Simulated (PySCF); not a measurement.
[BiF4]− at several levels of theory

Computed with PySCF 2.14.0 (density fitting, no spin-orbit coupling) at the geometry relaxed with r2SCAN:

```xyz
5
[BiF4]− (singlet)
Bi    0.0000    0.0000   -0.4629
F     1.9359    0.0000    0.3430
F     0.0000    1.9359    0.3430
F    -1.9359    0.0000    0.3430
F     0.0000   -1.9359    0.3430
```

```
    level                               basis    state  HOMO (eV)  gap (eV)  charge on Bi1 (e)  dipole about the centre of mass (D)  largest force component (eV/Å)
   r2SCAN  Bi def2-SVP with ECP60, F def2-SVP  singlet      -1.89      5.39               1.15                                 5.03                            0.08
    wB97X                            the same  singlet      -5.27     11.37               1.22                                 5.35                            0.24
     BLYP                            the same  singlet      -1.18      4.76               0.97                                 4.72                            0.77
   revPBE                            the same  singlet      -1.28      4.83               1.00                                 4.75                            0.75
CAM-B3LYP                            the same  singlet      -4.33      9.39               1.17                                 5.25                            0.38
   r2SCAN         Bi x2c-SVPall, F x2c-SVPall  singlet      -1.87      5.44               1.20                                 5.03                            0.91
```

Charges are Mulliken's, which hang on the basis. The relaxation used the grid (50, 194), these runs (75, 302) or, all-electron (x2c bases, spin-free X2C Hamiltonian), (99, 590).

Problem. What does r2SCAN with Bi def2-TZVP with ECP60, F def2-TZVP give here?

Solution. state singlet, HOMO (eV) -2.62, gap (eV) 5.48, charge on Bi1 (e) 1.32, dipole about the centre of mass (D) 5.39, largest force component (eV/Å) 0.24. Time: 12 s on 2 threads of Arm Neoverse V2, on a shared host, from free ions and atoms.

In the first row's basis the gap widens with exact exchange: 4.8 to 5.4 eV for BLYP, revPBE, r2SCAN (none); 9.4 to 11.4 eV for CAM-B3LYP, wB97X (rising or full at long range).

No frequency check is given that shows the relaxed geometry to be a minimum.
